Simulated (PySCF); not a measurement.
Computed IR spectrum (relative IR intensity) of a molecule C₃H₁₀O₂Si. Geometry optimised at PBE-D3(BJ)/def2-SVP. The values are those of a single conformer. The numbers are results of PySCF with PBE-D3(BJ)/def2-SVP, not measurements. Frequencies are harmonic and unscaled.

Lines under 2 % of the strongest are left out, and lines within 2 cm⁻¹ are merged.

```
ν (cm⁻¹)  relative intensity
--------  ------------------
215                       19
280                      7.8
336                       17
376                      6.5
638                      4.5
695                       21
724                       17
745                       20
807                      4.4
834                       39
881                      100
926                       49
955                       53
1081                     6.1
1119                      81
1136                      26
1220                      16
1368                      14
1377                     2.2
1403                     2.5
2115                      63
2899                      20
2938                      17
2976                     6.2
3072                      14
3766                      25
```

Identify the compound among the candidates.
(A) OC[C@@H](O)C[SiH3]
(B) CCO[Si@@H](C)O
(C) CCOCO[SiH3]
(D) C[C@H](O)[Si@@H](C)O

B, CCO[Si@@H](C)O
